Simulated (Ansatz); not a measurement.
Z-matrix (Å, degrees):
```
C
B 1 1.579
H 1 1.092 2 114.1
H 1 1.094 2 111.8 3 -123.6
H 1 1.096 2 108.5 3 119.1
C 2 1.581 1 121.5 3 171.5
S 2 1.911 1 117.3 3 -31.7
S 2 2.082 1 110.7 3 36.3
H 6 1.093 2 114.3 1 -175.8
H 6 1.094 2 112.0 1 -51.8
H 6 1.096 2 108.4 1 65.2
H 8 1.351 2 97.4 1 151.8
```

Total charge 0; spin multiplicity 1.

Q: List the CAM-B3LYP/def2-TZVPP orbital energies in eV (Ansatz). (An estimate is asked.)

A: The calculation gave: Occupied: -2421.58, -2419.98, -277.89, -277.80, -219.54, -217.99, -185.98, -164.13, -164.02, -163.93, -162.65, -162.44, -162.33, -25.16, -21.35, -20.54, -20.03, -14.80, -14.14, -13.17, -12.94, -12.39, -12.09, -11.71, -10.54, -10.49, -9.04, -8.33. Lowest empty: -0.25, 0.90, 1.96, 2.08, 3.02, 3.19, 3.60, 3.98.
